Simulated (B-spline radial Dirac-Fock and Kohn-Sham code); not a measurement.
What relativity does to the binding energies of Be

System: atomic beryllium, configuration [He] 2s2.

Both columns are ΔSCF binding energies of the configuration average from a radial B-spline solver: non-relativistic Hartree-Fock with a point nucleus, and Dirac-Fock with a finite nucleus and the Coulomb interaction alone, averaged over the two j levels with weights 2j+1.

```
shell  Hartree-Fock (eV)  Dirac-Fock (eV)  shift (eV)  shift (%)
   1s              123.3            123.4       +0.02      +0.02
   2s               8.04             8.05        0.00      +0.02
```

Relativity binds 1s more strongly, among those listed most of all 2s in relative terms.

Values without a named source are computed, but for edge energies of neutral atoms, which are taken from tables.
